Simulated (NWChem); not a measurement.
System: CH$_{4}$GeO, singlet; SMILES [CH3][Ge][OH]

Parts of the log:

```
             Northwest Computational Chemistry Package (NWChem) 7.3.0
             --------------------------------------------------------

 C1  symmetry detected

                             Geometry "geometry" -> ""
                             -------------------------

 Output coordinates in angstroms (scale by  1.889725989 to convert to a.u.)

  No.       Tag          Charge          X              Y              Z
 ---- ---------------- ---------- -------------- -------------- --------------
    1 Ge                  32.0000     0.46464394     0.08488119     0.00011237
    2 C                    6.0000    -0.69540975    -1.55228086     0.00036182
    3 H                    1.0000    -0.49436141    -2.14733873    -0.90053900
    4 H                    1.0000    -1.75489668    -1.28207853     0.03020687
    5 H                    1.0000    -0.45121848    -2.18344757     0.86492688
    6 O                    8.0000    -0.92659762     1.25578168     0.00023065
    7 H                    1.0000    -0.58289014     2.16409846    -0.00220671

 Effective nuclear repulsion energy (a.u.)     180.1185482505

                                 NWChem DFT Module
                                 -----------------

 Summary of "ao basis" -> "ao basis" (spherical)
 ------------------------------------------------------------------------------
       Tag                 Description            Shells   Functions and Types
 ---------------- ------------------------------  ------  ---------------------
 Ge                          3-21g                  10       22   5s4p1d
 C                           3-21g                   5        9   3s2p
 H                           3-21g                   2        2   2s
 O                           3-21g                   5        9   3s2p

            General Information
            -------------------
          SCF calculation type: DFT
          Wavefunction type:  closed shell.
          No. of atoms     :     7
          No. of electrons :    50
           Alpha electrons :    25
            Beta electrons :    25
          Charge           :     0
          Spin multiplicity:     1
          Use of symmetry is: off; symmetry adaption is: off
          Maximum number of iterations: 150
          AO basis - number of functions:    48
                     number of shells:    28
          Convergence on energy requested:  1.00D-06
          Convergence on density requested:  1.00D-05
          Convergence on gradient requested:  5.00D-04

              XC Information
              --------------
                         B3LYP Method XC Potential
                     Hartree-Fock (Exact) Exchange  0.200
                        Slater Exchange Functional  0.800 local
                    Becke 1988 Exchange Functional  0.720 non-local
              Lee-Yang-Parr Correlation Functional  0.810
                  VWN I RPA Correlation Functional  0.190 local

             Grid Information
             ----------------
          Grid used for XC integration:  medium
          Radial quadrature: Mura-Knowles
          Angular quadrature: Lebedev.
          Tag              B.-S. Rad. Rad. Pts. Rad. Cut. Ang. Pts.
          ---              ---------- --------- --------- ---------
          Ge                  1.25      112           8.0       590
          C                   0.70       49          10.0       434
          H                   0.35       45          11.0       434
          O                   0.60       49           9.0       434
          Grid pruning is: on
          Number of quadrature shells:   390
          Spatial weights used:  Erf1

      Superposition of Atomic Density Guess
      -------------------------------------

 Sum of atomic energies:       -2179.09787975

      Non-variational initial energy
      ------------------------------

 Total energy =   -2179.914300
 1-e energy   =   -3398.585431
 2-e energy   =    1038.552583
 HOMO         =      -0.224622
 LUMO         =      -0.029786

     ---------------------------------------------
      Total Density - Mulliken Population Analysis
     ---------------------------------------------

    Atom       Charge   Shell Charges
 -----------   ------   -------------------------------------------------------
    1 Ge  32    30.92   2.00  2.00  5.99  2.00  5.94  0.88  0.75  0.94  0.44  9.98
    2 C    6     7.28   1.99  0.40  1.64  1.21  2.03
    3 H    1     0.73   0.40  0.32
    4 H    1     0.74   0.41  0.33
    5 H    1     0.73   0.40  0.32
    6 O    8     9.11   1.99  0.44  2.30  1.45  2.93
    7 H    1     0.50   0.32  0.18

   convergence    iter        energy       DeltaE   RMS-Dens  Diis-err
 ---------------- ----- ----------------- --------- --------- ---------
 d= 0,ls=0.0,diis     1  -2182.0250647800 -2.36D+03  3.58D-02  6.47D-01
 d= 0,ls=0.0,diis     2  -2181.5767518590  4.48D-01  2.61D-02  4.58D+00
 d= 0,ls=0.0,diis     3  -2182.1051034687 -5.28D-01  5.52D-03  3.80D-02
 d= 0,ls=0.0,diis     4  -2182.1077774495 -2.67D-03  2.21D-03  1.89D-02
 d= 0,ls=0.0,diis     5  -2182.1103655173 -2.59D-03  1.98D-04  7.64D-05
  Resetting Diis
 d= 0,ls=0.0,diis     6  -2182.1103755966 -1.01D-05  4.03D-05  2.15D-06
 d= 0,ls=0.0,diis     7  -2182.1103758941 -2.97D-07  1.97D-05  1.37D-07
 d= 0,ls=0.0,diis     8  -2182.1103758265  6.76D-08  1.01D-05  8.21D-07
 d= 0,ls=0.0,diis     9  -2182.1103759164 -8.99D-08  2.02D-06  5.02D-09

         Total DFT energy =    -2182.110375916403
      One electron energy =    -3400.816829447550
           Coulomb energy =     1133.134502866325
    Exchange-Corr. energy =      -94.546597585650
 Nuclear repulsion energy =      180.118548250472

 Numeric. integr. density =       50.000005569969

                       DFT Final Molecular Orbital Analysis
                       ------------------------------------

 Vector   23  Occ=2.000000D+00  E=-3.178463D-01
              MO Center= -6.0D-01,  1.7D-01,  4.5D-04, r^2= 2.7D+00
   Bfn.  Coefficient  Atom+Function         Bfn.  Coefficient  Atom+Function
  ----- ------------  ---------------      ----- ------------  ---------------
    44      0.403646  6 O  px                40      0.356996  6 O  px
    12      0.274011  1 Ge py                26     -0.212037  2 C  py
    30     -0.197910  2 C  py                 8     -0.153474  1 Ge py
    16      0.127894  1 Ge py                14     -0.110743  1 Ge s
    25     -0.109654  2 C  px                29     -0.107759  2 C  px

 Vector   24  Occ=2.000000D+00  E=-3.013467D-01
              MO Center= -7.8D-01,  1.1D+00, -1.9D-04, r^2= 1.3D+00
   Bfn.  Coefficient  Atom+Function         Bfn.  Coefficient  Atom+Function
  ----- ------------  ---------------      ----- ------------  ---------------
    46      0.558968  6 O  pz                42      0.481605  6 O  pz
    17      0.186308  1 Ge pz                13      0.146458  1 Ge pz
     9     -0.081749  1 Ge pz                33      0.067006  3 H  s
    37     -0.065071  5 H  s                 27     -0.058049  2 C  pz
    31     -0.045373  2 C  pz                32      0.039530  3 H  s

 Vector   25  Occ=2.000000D+00  E=-2.145350D-01
              MO Center=  3.0D-01, -1.3D-02, -3.6D-04, r^2= 3.1D+00
   Bfn.  Coefficient  Atom+Function         Bfn.  Coefficient  Atom+Function
  ----- ------------  ---------------      ----- ------------  ---------------
    14      0.506637  1 Ge s                 11      0.328603  1 Ge px
    28     -0.272589  2 C  s                 44     -0.263861  6 O  px
    30     -0.238117  2 C  py                40     -0.224765  6 O  px
    26     -0.195381  2 C  py                29     -0.182011  2 C  px
    15      0.180541  1 Ge px                10      0.176373  1 Ge s

 Vector   26  Occ=0.000000D+00  E=-6.234648D-02
              MO Center=  3.3D-01,  1.8D-01,  4.8D-04, r^2= 3.0D+00
   Bfn.  Coefficient  Atom+Function         Bfn.  Coefficient  Atom+Function
  ----- ------------  ---------------      ----- ------------  ---------------
    17      0.622440  1 Ge pz                13      0.470704  1 Ge pz
    46     -0.300279  6 O  pz                 9     -0.238390  1 Ge pz
    42     -0.223648  6 O  pz                33      0.124051  3 H  s
    37     -0.118773  5 H  s                  5      0.076448  1 Ge pz
    32      0.063616  3 H  s                 36     -0.061284  5 H  s

 Vector   27  Occ=0.000000D+00  E= 2.928806D-02
              MO Center=  4.2D-01,  4.3D-01, -2.5D-04, r^2= 4.1D+00
   Bfn.  Coefficient  Atom+Function         Bfn.  Coefficient  Atom+Function
  ----- ------------  ---------------      ----- ------------  ---------------
    16      0.938351  1 Ge py                43     -0.583741  6 O  s
    28      0.425458  2 C  s                 44     -0.296056  6 O  px
    15     -0.285750  1 Ge px                12      0.208079  1 Ge py
    40     -0.193980  6 O  px                35     -0.192389  4 H  s
    48      0.189457  7 H  s                 30      0.183580  2 C  py

 Vector   28  Occ=0.000000D+00  E= 9.827365D-02
              MO Center= -1.3D-01, -3.1D-01, -6.4D-03, r^2= 5.2D+00
   Bfn.  Coefficient  Atom+Function         Bfn.  Coefficient  Atom+Function
  ----- ------------  ---------------      ----- ------------  ---------------
    28      1.503130  2 C  s                 15      0.812059  1 Ge px
    14     -0.677762  1 Ge s                 16      0.601326  1 Ge py
    43      0.562276  6 O  s                 33     -0.431603  3 H  s
    37     -0.424690  5 H  s                 48     -0.415551  7 H  s
    29      0.278437  2 C  px                30      0.199640  2 C  py

     ---------------------------------------------
      Total Density - Mulliken Population Analysis
     ---------------------------------------------

    Atom       Charge   Shell Charges
 -----------   ------   -------------------------------------------------------
    1 Ge  32    31.37   2.00  2.00  5.99  2.00  5.94  0.98  1.11  0.84  0.55  9.96
    2 C    6     6.95   1.99  0.36  1.65  1.18  1.78
    3 H    1     0.80   0.46  0.34
    4 H    1     0.78   0.46  0.32
    5 H    1     0.80   0.46  0.34
    6 O    8     8.65   1.98  0.43  2.11  1.49  2.63
    7 H    1     0.65   0.44  0.21

     -------------------------------------------
      Total Density - Lowdin Population Analysis
     -------------------------------------------

    Atom       Charge   Shell Charges
 -----------   ------   -------------------------------------------------------
    1 Ge  32    31.58   2.00  2.00  5.99  1.99  5.81  0.91  1.25  0.84  0.84  9.97
    2 C    6     6.56   1.98  0.44  1.56  0.64  1.94
    3 H    1     0.89   0.45  0.44
    4 H    1     0.88   0.45  0.43
    5 H    1     0.89   0.45  0.44
    6 O    8     8.43   1.98  0.59  2.09  1.10  2.67
    7 H    1     0.77   0.45  0.32

     Multipole analysis of the density
     ---------------------------------

     L   x y z        total         alpha         beta         nuclear
     -   - - -        -----         -----         ----         -------
     0   0 0 0     -0.000000    -25.000000    -25.000000     50.000000

     1   1 0 0      0.243043      0.121522      0.121522     -0.000000
     1   0 1 0      0.238834      0.119417      0.119417     -0.000000
     1   0 0 1     -0.002535     -0.001268     -0.001268      0.000000

     2   2 0 0    -25.899618    -49.635810    -49.635810     73.372002
     2   1 1 0      0.109941     -2.561396     -2.561396      5.232734
     2   1 0 1      0.007176      0.000645      0.000645      0.005887
     2   0 2 0    -19.490638    -86.540101    -86.540101    153.589565
     2   0 1 1      0.001124     -0.001204     -0.001204      0.003532
     2   0 0 2    -20.973412    -13.272115    -13.272115      5.570817
```

Level: B3LYP/3-21G. Low-valent species are run as closed-shell singlets; no triplet was tried in these runs. All runs use the structure optimised with B3LYP/6-31G* (spherical d).

### Question
Write an input that gives this output.

### Answer
Several could match; the one computed here: the input that was run:
```
start job
memory heap 200 mb stack 700 mb global 900 mb
geometry units angstroms noautoz
  Ge     0.411075     0.111846     0.000062
  C     -0.650298    -1.590949     0.000928
  H     -0.414631    -2.173324    -0.899870
  H     -1.723884    -1.383762     0.030915
  H     -0.369113    -2.206382     0.865596
  O     -1.046869     1.198566     0.000172
  H     -0.757388     2.125590    -0.002549
end
basis spherical
  * library 3-21g
end
dft
  xc b3lyp
  iterations 150
  mulliken
end
task dft energy
```
